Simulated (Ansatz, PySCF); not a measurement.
Gas-phase reaction (SMILES): [Cl][InH][Cl] + Cl (HCl) → [Cl][In]([Cl])[Cl] + [H][H] (H2); hydrogen chloride cleaves one In-H bond, a model of a ligand-exchange step.

Geometries: B3LYP-D3(BJ)/def2-TZVP minima from Ansatz (a quantum-chemistry and plane-wave program). Valence correlation only, unless marked. No spin-orbit coupling. The frozen core is the preceding noble-gas configuration, with the filled d and f shells of earlier blocks. Past Kr the def2 sets carry scalar-relativistic core potentials. CBS marks a two-point X^-3 extrapolation of the correlation energy; Hartree-Fock from the larger set. Thermal terms are rigid-rotor harmonic-oscillator values from B3LYP-D3(BJ) frequencies (Ansatz or PySCF) at 298.15 K and 1 atm. 1 Eh = 627.5095 kcal/mol.

```tsv
species	E, CCSD(T)/CBS(def2-TZVPPD,def2-QZVPPD) (Ansatz) (Eh)	E, PBE0-D4/def2-TZVPD (Ansatz + dftd4) (Eh)	H - E (Eh)
[Cl][InH][Cl]	-1109.53011	-1110.95970	0.01383
Cl (HCl)	-460.37886	-460.66608	0.01000
[Cl][In]([Cl])[Cl]	-1568.76858	-1570.48530	0.01020
[H][H] (H2)	-1.17452	-1.16831	0.01336
```

Task: Work out ΔE and ΔH at 298.15 K at the first level, then ΔH at the second.

Result: 
1. ΔE = [(-1568.76858) + (-1.17452)] - [(-1109.53011) + (-460.37886)] = -0.03413 Eh = -21.4 kcal/mol at CCSD(T)/CBS(def2-TZVPPD,def2-QZVPPD).
2. The terms H - E add up to -0.00027 Eh, so ΔH = (-0.03413 + (-0.00027))×627.5095 = -21.6 kcal/mol.
3. At PBE0-D4/def2-TZVPD the same steps give ΔE = -17.5 and ΔH = -17.6 kcal/mol, a shift of +4.0 from the first level.
4. These values are not checked against measurement here, since the tables used lack a sound gas-phase enthalpy of formation for at least one species.
